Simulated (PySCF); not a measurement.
**Relaxation of singlet IS₄⁻**

Computed with PBE0/[I def2-SVPD with ECP28, S def2-SVPD], scalar-relativistic core potentials, density fitting, no spin–orbit coupling, PySCF. A (50,194) grid was used.

A start displaced from a saddle point along its imaginary mode, of D2d symmetry, held to at least that symmetry:

```xyz
5
charge -1 multiplicity 1, angstrom
I     0.0000    0.0000    0.0000
S     2.3826    0.0000    0.2500
S     0.0000    2.3826   -0.2500
S    -2.3826    0.0000    0.2500
S     0.0000   -2.3826   -0.2500
```

Optimiser trace:
```json
{"step": "0", "E − E(last) (kJ/mol)": "205.55", "largest gradient (Eh/bohr)": "0.00605"}
{"step": "1", "E − E(last) (kJ/mol)": "182.47", "largest gradient (Eh/bohr)": "0.00811"}
{"step": "2", "E − E(last) (kJ/mol)": "151.20", "largest gradient (Eh/bohr)": "0.00996"}
{"step": "3", "E − E(last) (kJ/mol)": "118.31", "largest gradient (Eh/bohr)": "0.01408"}
{"step": "4", "E − E(last) (kJ/mol)": "67.76", "largest gradient (Eh/bohr)": "0.01652"}
{"step": "5", "E − E(last) (kJ/mol)": "23.86", "largest gradient (Eh/bohr)": "0.00735"}
{"step": "6", "E − E(last) (kJ/mol)": "2.98", "largest gradient (Eh/bohr)": "0.00522"}
{"step": "7", "E − E(last) (kJ/mol)": "0.71", "largest gradient (Eh/bohr)": "0.00400"}
{"step": "8", "E − E(last) (kJ/mol)": "0.18", "largest gradient (Eh/bohr)": "0.00142"}
{"step": "9", "E − E(last) (kJ/mol)": "0.01", "largest gradient (Eh/bohr)": "0.00021"}
{"step": "10", "E − E(last) (kJ/mol)": "0.00", "largest gradient (Eh/bohr)": "0.00005"}
```

It ends at Td with I–S 2.299 Å (×4); S–I–S 109.5° (×6). No frequency check is given, so it may be a saddle point.

The relaxation took about 5 core-minutes on a shared host.
